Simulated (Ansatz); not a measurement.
Species: sum formula SiNH, charge 0, multiplicity 1. 
Geometry from a B3LYP-D3(BJ)/def2-TZVP (Ansatz, a first-principles code) optimisation:
SMILES: [NH+]#[Si-]
```xyz
3

H      0.0000     0.0000    -1.9406
N      0.0000     0.0000    -0.9406
Si     0.0000     0.0000     0.6089
```

Basis-set convergence of Hartree-Fock and CCSD correlation energies (hartree) with Ansatz. Cores are frozen in the correlated levels unless marked. Spin-orbit coupling is left out. Non-relativistic.

```csv
basis,functions,E(HF),"E(corr, CCSD)"
def2-SVPD,52,-343.80617,-0.27907
def2-TZVPPD,102,-343.97210,-0.31919
def2-QZVPPD,172,-343.98302,-0.33520
```

Extrapolating the two largest sets (X = 3 and 4) as X^-3: E(corr) = (64·(-0.33520) - 27·(-0.31919))/37 = -0.3469 Eh, an estimate of the basis-set limit. The largest set recovers 96.6 % of it, the smallest 80.5 %.
